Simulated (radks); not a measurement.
Spherical quantum dot in the effective-mass picture: electrons in a well V = -V0 / (1 + exp((r - R)/a)) with V0 = 7.17, R = 5.76, a = 0.5, all in effective atomic units (hartree* = m*/eps^2 hartree, bohr* = eps/m* bohr), one dielectric constant everywhere. Method: non-relativistic Kohn-Sham, exchange-only LDA, spin-polarised, spherical densities; computed with a radial shooting solver with Libxc functionals. Levels are named by radial order and angular momentum (1s, 1p, 1d, 2s, ...), and open shells are averaged over m. Results are scaled to m* = 0.148 and eps = 4.4, for which hartree* = 208 meV and bohr* = 1.573 nm.

N = 12, configuration 1s2 1p6 1d(up 4, down 0). This is the lowest configuration that the search found. Occupied and some empty levels:

| level | occupation | eigenvalue (meV) | <r> (nm) |
|---|---|---|---|
| 1s up | 1 | -834.69 | 5.322 |
| 1s down | 1 | -822.09 | 5.242 |
| 1p up | 3 | -812.36 | 5.647 |
| 1p down | 3 | -798.84 | 5.617 |
| 1d up | 4 | -776.05 | 5.926 |
| 1d down | 0 | -762.04 | 5.918 |
| 1f up | 0 | -728.27 | 6.166 |
| 1f down | 0 | -714.09 | 6.170 |
| 2s up | 0 | -711.65 | 4.136 |
| 2s down | 0 | -705.27 | 4.128 |
| 2p up | 0 | -653.75 | 4.835 |
| 2p down | 0 | -645.36 | 4.815 |

Energy (meV): total -13194.4, kinetic 843.44, external -17269, Hartree 3784.1, exchange-correlation -552.97.

Electron density:

| r (nm) | n(r) (e/nm^3) |
|---|---|
| 0.525 | 0.0009999 |
| 1.11 | 0.001291 |
| 1.69 | 0.001840 |
| 2.28 | 0.002710 |
| 2.86 | 0.003947 |
| 3.45 | 0.005535 |
| 4.03 | 0.007298 |
| 4.62 | 0.008852 |
| 5.20 | 0.009598 |
| 5.78 | 0.008992 |
| 6.37 | 0.006962 |
| 6.95 | 0.004237 |
| 7.54 | 0.001909 |
| 8.12 | 0.0006077 |
| 8.71 | 0.0001319 |
| 9.29 | 0.00002006 |
| 9.88 | 2.296e-06 |
| 10.5 | 2.194e-07 |
| 11.0 | 1.895e-08 |
| 11.6 | 1.564e-09 |
